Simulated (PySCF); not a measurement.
PySCF input file for BiCl3, SMILES [Cl][Bi]([Cl])[Cl] (connectivity only; charge and spin as stated), charge +1, multiplicity 2, TDA-CAM-B3LYP/def2-SVPD. Geometry: PBE0-D3(BJ)/def2-SVP. A frequency run showed that this geometry is not a minimum. The multiplicity is an assumed one; other spin states were not compared. The isomer is the one that the SMILES or the coordinates give; other isomers of the formula were not compared. The def2 effective core potentials stand for the cores of Bi; spin–orbit coupling is left out.

```python
import numpy as np
from pyscf import gto, scf, dft, tdscf

mol = gto.M(
    atom='''
    Bi   -0.00000000    0.00000000    0.54663677
    Cl    1.75545571    1.01351283   -0.88962454
    Cl    0.00000001   -2.02702565   -0.88962454
    Cl   -1.75545570    1.01351282   -0.88962455
    ''',
    basis='def2-SVPD',
    ecp={'Bi': 'def2-svp'},
    charge=1,
    spin=1,
    max_memory=1600,
    verbose=4,
)
mf = dft.UKS(mol, xc='cam-b3lyp').density_fit(auxbasis='def2-universal-jkfit')
mf.grids.level = 3
mf.conv_tol = 1e-9
mf.max_cycle = 100
mf.kernel()
fine, coarse = mf.grids, dft.Grids(mol).set(level=1).build(with_non0tab=True)
for _ in range(3):  # follow internal instabilities
    mf.grids = coarse
    mo, _, stable, _ = mf.stability(return_status=True, nroots=4)
    mf.grids = fine
    if stable:
        break
    mf.kernel(mf.make_rdm1(mo, mf.mo_occ))
mf.grids = dft.Grids(mol).set(level=1).build(with_non0tab=True)  # coarser grid for the response kernel
td = tdscf.TDA(mf)
td.nstates = 10
td.conv_tol = 1e-4
td.positive_eig_threshold = 1e-6
td.kernel(x0=td.get_init_guess(mf, 15))
td.analyze(verbose=3)
```

It prints:

```
PySCF version 2.14.0

[INPUT] verbose = 4
[INPUT] num. atoms = 4
[INPUT] num. electrons = 73
[INPUT] charge = 1
[INPUT] spin (= nelec alpha-beta = 2S) = 1
[INPUT] symmetry False subgroup None
[INPUT] Mole.unit = angstrom
[INPUT] Symbol           X                Y                Z      unit          X                Y                Z       unit  Magmom
[INPUT]  1 Bi     0.000000000000   0.000000000000   0.546636770000 AA    0.000000000000   0.000000000000   1.032993784917 Bohr   0.0
[INPUT]  2 Cl     1.755455710000   1.013512830000  -0.889624540000 AA    3.317330515704   1.915261672433  -1.681146734292 Bohr   0.0
[INPUT]  3 Cl     0.000000010000  -2.027025650000  -0.889624540000 AA    0.000000018897  -3.830523325968  -1.681146734292 Bohr   0.0
[INPUT]  4 Cl    -1.755455700000   1.013512820000  -0.889624550000 AA   -3.317330496807   1.915261653536  -1.681146753189 Bohr   0.0

nuclear repulsion = 380.537779568276
number of shells = 45
number of NR pGTOs = 202
number of NR cGTOs = 113
basis = def2-SVPD
ecp = {'Bi': 'def2-svp'}


******** <class 'pyscf.df.df_jk.DFUKS'> ********
method = DFUKS
initial guess = minao
damping factor = 0
level_shift factor = 0
DIIS = <class 'pyscf.scf.diis.CDIIS'>
diis_start_cycle = 1
diis_space = 8
diis_damp = 0
SCF conv_tol = 1e-09
SCF conv_tol_grad = None
SCF max_cycles = 100
direct_scf = False
number electrons alpha = 37  beta = 36
XC library pyscf.dft.libxc version 7.1.2
    S. Lehtola, C. Steigemann, M. J. T. Oliveira, and M. A. L. Marques,  SoftwareX 7, 1–5 (2018)
XC functionals = cam-b3lyp
    T. Yanai, D. P. Tew, and N. C. Handy,  Chem. Phys. Lett. 393, 51 (2004)
radial grids:
    Treutler-Ahlrichs [JCP 102, 346 (1995); DOI:10.1063/1.469408] (M4) radial grids

becke partition: Becke, JCP 88, 2547 (1988); DOI:10.1063/1.454033
pruning grids: <function nwchem_prune>
grids dens level: 3
symmetrized grids: False
atomic radii adjust function: <function treutler_atomic_radii_adjust>
small_rho_cutoff = 0
[...]
  alpha nocc = 37  HOMO = -0.562043502835551  LUMO = -0.260685311314755
  beta  nocc = 36  HOMO = -0.556639853141179  LUMO = -0.440512546248669
  HOMO = -0.556639853141  LUMO = -0.440512546249  gap/eV = 3.15998
cycle= 61 E= -1594.54009792734  delta_E= 1.73e-09  |g|= 0.000516  |ddm|= 0.000366
  alpha nocc = 37  HOMO = -0.562048319610964  LUMO = -0.260684794322726
  beta  nocc = 36  HOMO = -0.556636915021915  LUMO = -0.440537231787978
  HOMO = -0.556636915022  LUMO = -0.440537231788  gap/eV = 3.15923
cycle= 62 E= -1594.54009800141  delta_E= -7.41e-08  |g|= 0.000531  |ddm|= 0.00278
  alpha nocc = 37  HOMO = -0.561763171285592  LUMO = -0.260707589528998
  beta  nocc = 36  HOMO = -0.556574382014928  LUMO = -0.440346246168225
  HOMO = -0.556574382015  LUMO = -0.440346246168  gap/eV = 3.16273
cycle= 63 E= -1594.5401030654  delta_E= -5.06e-06  |g|= 0.000404  |ddm|= 0.0111
  alpha nocc = 37  HOMO = -0.560541689389347  LUMO = -0.260807871732854
  beta  nocc = 36  HOMO = -0.556544364169822  LUMO = -0.439953231751737
  HOMO = -0.55654436417  LUMO = -0.439953231752  gap/eV = 3.17261
cycle= 64 E= -1594.54012735773  delta_E= -2.43e-05  |g|= 0.000615  |ddm|= 0.0516
  alpha nocc = 37  HOMO = -0.561036965793722  LUMO = -0.260760939439825
  beta  nocc = 36  HOMO = -0.556468902125818  LUMO = -0.440679532783278
  HOMO = -0.556468902126  LUMO = -0.440679532783  gap/eV = 3.15079
cycle= 65 E= -1594.5401191854  delta_E= 8.17e-06  |g|= 0.00121  |ddm|= 0.0386
  alpha nocc = 37  HOMO = -0.559155902096572  LUMO = -0.26092089704927
  beta  nocc = 36  HOMO = -0.556767049806369  LUMO = -0.439932795987858
  HOMO = -0.556767049806  LUMO = -0.439932795988  gap/eV = 3.17922
cycle= 66 E= -1594.5401533173  delta_E= -3.41e-05  |g|= 0.000629  |ddm|= 0.0742
  alpha nocc = 37  HOMO = -0.559205241925906  LUMO = -0.26091390412085
  beta  nocc = 36  HOMO = -0.556645122706231  LUMO = -0.439943648927446
  HOMO = -0.556645122706  LUMO = -0.439943648927  gap/eV = 3.17561
cycle= 67 E= -1594.5401527719  delta_E= 5.45e-07  |g|= 0.000286  |ddm|= 0.00879
  alpha nocc = 37  HOMO = -0.557771069969928  LUMO = -0.261017893602638
  beta  nocc = 36  HOMO = -0.556494371747615  LUMO = -0.439182110477155
  HOMO = -0.556494371748  LUMO = -0.439182110477  gap/eV = 3.19223
cycle= 68 E= -1594.54016740151  delta_E= -1.46e-05  |g|= 0.00103  |ddm|= 0.0557
  alpha nocc = 37  HOMO = -0.558285626513886  LUMO = -0.260981570742367
  beta  nocc = 36  HOMO = -0.55631111188548  LUMO = -0.44024232356594
  HOMO = -0.556311111885  LUMO = -0.440242323566  gap/eV = 3.15839
cycle= 69 E= -1594.54016462856  delta_E= 2.77e-06  |g|= 0.00121  |ddm|= 0.0198
  alpha nocc = 37  HOMO = -0.557766481857852  LUMO = -0.261017395324906
  beta  nocc = 36  HOMO = -0.556378417682833  LUMO = -0.439769497381562
  HOMO = -0.556378417683  LUMO = -0.439769497382  gap/eV = 3.17309
cycle= 70 E= -1594.54016987176  delta_E= -5.24e-06  |g|= 0.000491  |ddm|= 0.0234
  alpha nocc = 37  HOMO = -0.557765717664682  LUMO = -0.261013399699501
  beta  nocc = 36  HOMO = -0.556342159184809  LUMO = -0.440069650214291
  HOMO = -0.556342159185  LUMO = -0.440069650214  gap/eV = 3.16394
cycle= 71 E= -1594.54017067275  delta_E= -8.01e-07  |g|= 0.000471  |ddm|= 0.00539
  alpha nocc = 37  HOMO = -0.557641220103422  LUMO = -0.261024394852108
  beta  nocc = 36  HOMO = -0.556303487909532  LUMO = -0.440161410863936
  HOMO = -0.55630348791  LUMO = -0.440161410864  gap/eV = 3.16039
cycle= 72 E= -1594.54017189074  delta_E= -1.22e-06  |g|= 0.000316  |ddm|= 0.00927
  alpha nocc = 37  HOMO = -0.557545787916201  LUMO = -0.261026792487313
  beta  nocc = 36  HOMO = -0.556197928720019  LUMO = -0.440186767094424
  HOMO = -0.55619792872  LUMO = -0.440186767094  gap/eV = 3.15682
cycle= 73 E= -1594.5401725029  delta_E= -6.12e-07  |g|= 0.000467  |ddm|= 0.00553
  alpha nocc = 37  HOMO = -0.557293837237892  LUMO = -0.261047327716574
  beta  nocc = 36  HOMO = -0.55596771868522  LUMO = -0.439936591525665
  HOMO = -0.555967718685  LUMO = -0.439936591526  gap/eV = 3.15737
cycle= 74 E= -1594.54017356784  delta_E= -1.06e-06  |g|= 0.000111  |ddm|= 0.0121
  alpha nocc = 37  HOMO = -0.557357201726453  LUMO = -0.261040791798916
  beta  nocc = 36  HOMO = -0.556004380604382  LUMO = -0.440219513820431
  HOMO = -0.556004380604  LUMO = -0.44021951382  gap/eV = 3.15067
cycle= 75 E= -1594.54017395269  delta_E= -3.85e-07  |g|= 0.000362  |ddm|= 0.00509
  alpha nocc = 37  HOMO = -0.557118294502838  LUMO = -0.261057714420665
  beta  nocc = 36  HOMO = -0.555782988130117  LUMO = -0.439948796339536
  HOMO = -0.55578298813  LUMO = -0.43994879634  gap/eV = 3.15201
cycle= 76 E= -1594.54017451362  delta_E= -5.61e-07  |g|= 8.59e-05  |ddm|= 0.0103
  alpha nocc = 37  HOMO = -0.557089622046358  LUMO = -0.261058774364398
  beta  nocc = 36  HOMO = -0.555749310586638  LUMO = -0.439948952942771
  HOMO = -0.555749310587  LUMO = -0.439948952943  gap/eV = 3.15109
cycle= 77 E= -1594.54017458768  delta_E= -7.41e-08  |g|= 6.88e-05  |ddm|= 0.00354
  alpha nocc = 37  HOMO = -0.557061996208294  LUMO = -0.26106066495179
  beta  nocc = 36  HOMO = -0.555715783925126  LUMO = -0.439953567938851
  HOMO = -0.555715783925  LUMO = -0.439953567939  gap/eV = 3.15005
cycle= 78 E= -1594.54017466745  delta_E= -7.98e-08  |g|= 6.54e-05  |ddm|= 0.0025
  alpha nocc = 37  HOMO = -0.557049368243594  LUMO = -0.261062036622118
  beta  nocc = 36  HOMO = -0.555702321387747  LUMO = -0.439956270309466
  HOMO = -0.555702321388  LUMO = -0.439956270309  gap/eV = 3.14961
cycle= 79 E= -1594.5401747285  delta_E= -6.11e-08  |g|= 6.23e-05  |ddm|= 0.00124
  alpha nocc = 37  HOMO = -0.556997533112924  LUMO = -0.261064427611386
  beta  nocc = 36  HOMO = -0.555649585921581  LUMO = -0.439935973764996
  HOMO = -0.555649585922  LUMO = -0.439935973765  gap/eV = 3.14873
cycle= 80 E= -1594.54017483889  delta_E= -1.1e-07  |g|= 6.03e-05  |ddm|= 0.00314
  alpha nocc = 37  HOMO = -0.556962951861386  LUMO = -0.261067923996902
  beta  nocc = 36  HOMO = -0.555613705672604  LUMO = -0.439943983333457
  HOMO = -0.555613705673  LUMO = -0.439943983333  gap/eV = 3.14753
cycle= 81 E= -1594.54017505584  delta_E= -2.17e-07  |g|= 4.92e-05  |ddm|= 0.00336
  alpha nocc = 37  HOMO = -0.556891859672123  LUMO = -0.261070600977931
  beta  nocc = 36  HOMO = -0.555543992359231  LUMO = -0.439935231416136
  HOMO = -0.555543992359  LUMO = -0.439935231416  gap/eV = 3.14587
cycle= 82 E= -1594.54017536605  delta_E= -3.1e-07  |g|= 4.18e-05  |ddm|= 0.00678
  alpha nocc = 37  HOMO = -0.55683522014018  LUMO = -0.261076585079628
  beta  nocc = 36  HOMO = -0.555485044273342  LUMO = -0.439918031476708
  HOMO = -0.555485044273  LUMO = -0.439918031477  gap/eV = 3.14474
cycle= 83 E= -1594.54017536835  delta_E= -2.3e-09  |g|= 3.66e-05  |ddm|= 0.00421
  alpha nocc = 37  HOMO = -0.556827448855275  LUMO = -0.261076093530876
  beta  nocc = 36  HOMO = -0.555476876579407  LUMO = -0.4399274082839
  HOMO = -0.555476876579  LUMO = -0.439927408284  gap/eV = 3.14426
cycle= 84 E= -1594.54017541568  delta_E= -4.73e-08  |g|= 2.88e-05  |ddm|= 0.00187
  alpha nocc = 37  HOMO = -0.556831479722523  LUMO = -0.261076415553668
  beta  nocc = 36  HOMO = -0.555481946656834  LUMO = -0.439933337855095
  HOMO = -0.555481946657  LUMO = -0.439933337855  gap/eV = 3.14424
cycle= 85 E= -1594.54017546974  delta_E= -5.41e-08  |g|= 2.44e-05  |ddm|= 0.00158
  alpha nocc = 37  HOMO = -0.55684187667764  LUMO = -0.261075343314231
  beta  nocc = 36  HOMO = -0.555492218727203  LUMO = -0.439932560078169
  HOMO = -0.555492218727  LUMO = -0.439932560078  gap/eV = 3.14454
cycle= 86 E= -1594.54017552189  delta_E= -5.22e-08  |g|= 1.89e-05  |ddm|= 0.00177
  alpha nocc = 37  HOMO = -0.556865521758926  LUMO = -0.261074090501453
  beta  nocc = 36  HOMO = -0.555518855532858  LUMO = -0.439936279424614
  HOMO = -0.555518855533  LUMO = -0.439936279425  gap/eV = 3.14516
cycle= 87 E= -1594.54017557225  delta_E= -5.04e-08  |g|= 1.43e-05  |ddm|= 0.00212
  alpha nocc = 37  HOMO = -0.556891108570331  LUMO = -0.261072049581597
  beta  nocc = 36  HOMO = -0.555546296040721  LUMO = -0.439936196344462
  HOMO = -0.555546296041  LUMO = -0.439936196344  gap/eV = 3.14591
cycle= 88 E= -1594.54017560463  delta_E= -3.24e-08  |g|= 1.1e-05  |ddm|= 0.00213
  alpha nocc = 37  HOMO = -0.556912787998113  LUMO = -0.261070467298419
  beta  nocc = 36  HOMO = -0.555568036798047  LUMO = -0.439941327157797
  HOMO = -0.555568036798  LUMO = -0.439941327158  gap/eV = 3.14636
cycle= 89 E= -1594.54017561783  delta_E= -1.32e-08  |g|= 6.75e-06  |ddm|= 0.00149
  alpha nocc = 37  HOMO = -0.556922111255363  LUMO = -0.261070199495438
  beta  nocc = 36  HOMO = -0.555578290846023  LUMO = -0.439940504752734
  HOMO = -0.555578290846  LUMO = -0.439940504753  gap/eV = 3.14666
cycle= 90 E= -1594.54017562137  delta_E= -3.54e-09  |g|= 5.18e-06  |ddm|= 0.000838
  alpha nocc = 37  HOMO = -0.556928491141436  LUMO = -0.261069472539342
  beta  nocc = 36  HOMO = -0.555584934885454  LUMO = -0.439942181390911
  HOMO = -0.555584934885  LUMO = -0.439942181391  gap/eV = 3.14680
cycle= 91 E= -1594.54017562282  delta_E= -1.45e-09  |g|= 2.67e-06  |ddm|= 0.000504
  alpha nocc = 37  HOMO = -0.556930319753907  LUMO = -0.261069498657157
  beta  nocc = 36  HOMO = -0.555587184012982  LUMO = -0.439942137610231
  HOMO = -0.555587184013  LUMO = -0.43994213761  gap/eV = 3.14686
cycle= 92 E= -1594.54017562303  delta_E= -2.04e-10  |g|= 1.46e-06  |ddm|= 0.000241
  alpha nocc = 37  HOMO = -0.556930730133782  LUMO = -0.261069321709462
  beta  nocc = 36  HOMO = -0.555587696317475  LUMO = -0.439942074648442
  HOMO = -0.555587696317  LUMO = -0.439942074648  gap/eV = 3.14688
Extra cycle  E= -1594.54017562304  delta_E= -1.27e-11  |g|= 1.71e-06  |ddm|= 7.76e-06
converged SCF energy = -1594.54017562304  <S^2> = 0.7659333  2S+1 = 2.0158703
uhf_internal: lowest eigs of H = [0.00443965 0.00639146 0.01215466 0.04936559]
<class 'pyscf.df.df_jk.DFUKS'> wavefunction is stable in the internal stability analysis
tot grids = 27704
Overwritten attributes  positive_eig_threshold  of <class 'pyscf.tdscf.uks.TDA'>


******** <class 'pyscf.tdscf.uks.TDA'> for <class 'pyscf.df.df_jk.DFUKS'> ********
nstates = 10
deg_eia_thresh = 1.000e-03
wfnsym = None
conv_tol = 0.0001
eigh lindep = 1e-12
eigh level_shift = 0
eigh max_cycle = 100


Excitation energies (eV)
[0.10426603 0.10680171 0.25003644 0.76200153 1.02677073 1.94749514
 2.23902446 2.34794042 4.34109443 4.41075665]

** Excitation energies and oscillator strengths **
Excited State   1:      0.10427 eV  11891.14 nm  f=0.0000
Excited State   2:      0.10680 eV  11608.82 nm  f=0.0002
Excited State   3:      0.25004 eV   4958.65 nm  f=0.0003
Excited State   4:      0.76200 eV   1627.09 nm  f=0.0012
Excited State   5:      1.02677 eV   1207.52 nm  f=0.0383
Excited State   6:      1.94750 eV    636.63 nm  f=0.0299
Excited State   7:      2.23902 eV    553.74 nm  f=0.0007
Excited State   8:      2.34794 eV    528.06 nm  f=0.0513
Excited State   9:      4.34109 eV    285.61 nm  f=0.0000
Excited State  10:      4.41076 eV    281.10 nm  f=0.0000
```

The run converged.

Cost: about 6 core-minutes (a rough figure).
